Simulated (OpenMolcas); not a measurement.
**Co2+, Rh2+, Ir2+: d⁷ down the group**

* Program: OpenMolcas
* Method: SS-CASPT2, IPEA 0.25 Eh, imaginary shift 0.1 Eh
* Basis: ANO-R2
* Scalar Hamiltonian: X2C, finite nucleus
* Spin-orbit coupling: RASSI with atomic mean-field integrals over the reference wave functions, term energies averaged over their components

Active space for each ion: 7 electrons in 6 orbitals (d s); closed shells correlated by CASPT2: Co2+ 3s 3p; Rh2+ 4s 4p; Ir2+ 5s 5p.

Computed levels in cm-1 above ⁴F_9/2:

| Level | Co2+ | Rh2+ | Ir2+ |
| --- | --- | --- | --- |
| ⁴F_7/2 | 894 | 2220 | 7940 |
| ⁴P_5/2 | 15300 | 11110 | 11850 |
| ⁴P_1/2 | 15980 | 12590 | 15830 |
| ²G_9/2 | 16730 | 13300 | 16400 |
| ²G_7/2 | 17580 | 15420 | 20870 |
| ²P_1/2 | 20220 | 18320 | 27690 |
| ²D_5/2(1) | 22770 | 18560 | 23800 |
| ²H_11/2 | 22950 | 18180 | 22170 |
| ²H_9/2 | 23710 | 20360 | 30040 |
| weight of ⁴F in the lowest level (%) | 100 | 98 | 85 |

Mixed levels, with the weight of the term that names them: Ir2+ ⁴P_5/2 (58 %), Ir2+ ²G_9/2 (58 %), Ir2+ ²G_7/2 (71 %), Ir2+ ²P_1/2 (66 %), Ir2+ ²D_5/2(1) (70 %), Ir2+ ²H_9/2 (74 %).

Measured, with the error of the calculation in %. Measured levels: Co2+ from Sugar and Corliss, J. Phys. Chem. Ref. Data 10, 1097 (1981); Rh2+ from the list in Shadmi, J. Res. Natl. Bur. Stand. 70A, 435 (1966).

```json
{"Level": "⁴F_7/2", "Co2+": "841 (+6.3)", "Rh2+": "2148 (+3.2)"}
{"Level": "⁴P_5/2", "Co2+": "15202 (+0.7)", "Rh2+": "11062 (+0.4)"}
{"Level": "⁴P_1/2", "Co2+": "15811 (+1.1)", "Rh2+": ""}
{"Level": "²G_9/2", "Co2+": "16978 (-1.4)", "Rh2+": ""}
{"Level": "²G_7/2", "Co2+": "17766 (-1.0)", "Rh2+": ""}
{"Level": "²D_5/2(1)", "Co2+": "23059 (-1.3)", "Rh2+": ""}
{"Level": "²H_11/2", "Co2+": "22720 (+1.0)", "Rh2+": ""}
{"Level": "²H_9/2", "Co2+": "23434 (+1.2)", "Rh2+": ""}
```

The fine-structure level ⁴F_7/2 changes by a factor of 8.88 from Co2+ to Ir2+.

Without spin-orbit coupling ⁴P lies 14720, 9680, 6400 cm-1 above ⁴F in that order; the difference to the level ⁴P_5/2, of either sign, comes from spin-orbit coupling, which also lowers the zero.

Term energies are means over components that CASPT2 splits; among the terms shown or strongly mixed into the levels shown the widest spread is 520 cm-1 (4d⁷ ⁴F, Rh2+). Terms from blocks run as CI alone lack orbitals of their own. The CASPT2 spread within a term exceeds the gap to the next term for 3d⁷ ²D(1) and 3d⁷ ²H, so the order of their levels is uncertain (figures for Co2+; the like holds for Rh2+). Some high roots are left out of the spin-orbit mixing, which shifts the levels that they would mix with (holds for Ir2+). Configurations are named by rounded mean occupations; where the s occupation lies near a half they are strongly mixed, a name can repeat and a true partner stay unpaired (holds for Ir2+). Computed and measured levels are paired by configuration, term and J; levels that our copy of the source lacks, or whose pairing is in doubt (as where it misses far off the trend of its configuration), stay unpaired and out of the deviations. Only configurations of the active space appear.

A number in round brackets counts repeated terms of one configuration in the order of the reference energies.
